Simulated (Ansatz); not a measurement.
Calculated with Ansatz (gas phase, PBE0-D4/def2-TZVP geometries, no zero-point term in ΔE). CCSD(T)/CBS is the MP2 limit (def2-TZVPP, def2-QZVPP) plus CCSD(T) − MP2 in def2-TZVPP, frozen cores. Functionals use def2-TZVPP. B3LYP here is the variant with VWN-RPA as its local correlation; programs differ in this. For Ge outer-core shells are correlated without core-valence functions, which leaves a few kJ/mol of doubt a bond. Scalar relativity is left out up to krypton. Each species was taken in one conformer, which may not be the lowest.

Consider the redistribution: `C[O][Ge][S]C` + `OC[SiH2]F` → `C[S][Ge][OH]` + `COC[SiH2]F`.

| level | ΔE (eV) |
| --- | --- |
| B3LYP | -0.11 |
| SCS-MP2/def2-TZVPP | -0.12 |
| CCSD(T)/def2-TZVPP | -0.12 |
| SCS-MP2/def2-QZVPP | -0.13 |

Problem. What does CCSD(T)/CBS give? (Estimate.)

Solution. The calculation gave: -0.13 eV. The listed levels differ from it by 0.02, 0.01, 0.01, 0.00 eV.

Largest T1 diagnostic among the species: 0.015.
